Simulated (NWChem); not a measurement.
# Correlation energy of disulfane (H$_{2}$S$_{2}$)

```
S
H 1 1.3555
S 1 2.0725 2 98.30
H 3 1.3555 1 98.30 2 -91.01
```
Charge 0, spin multiplicity 1.

Everything below was run with NWChem. The geometry was optimised at PBE0/def2-SVP, a minimum by its harmonic frequencies. It is one conformer; others weren't searched.

Basis set: 6-31G*. Each correlation energy counts from its own Hartree-Fock reference.

```tsv
method	correlation energy (mHa)	difference from CCSD(T)
CCSD	-270.4	+7.5
CCSD+T(CCSD)	-278.1	-0.2
CR-CCSD[T]	-276.6	+1.3
CR-CCSD(T)	-276.5	+1.4
SCS-MP2	-235.5	+42.4
MP2	-235.1	+42.8
CCSD(T)	-277.9	0.0
CCSDT	-278.7	-0.8
```

The values span 43.6 mHa, from CCSDT (lowest) to MP2 (highest). 

The correlated methods keep 10 core orbitals frozen. The Pople sets run with spherical d functions. Differences from the coupled-cluster row are differences between methods, not errors against experiment.
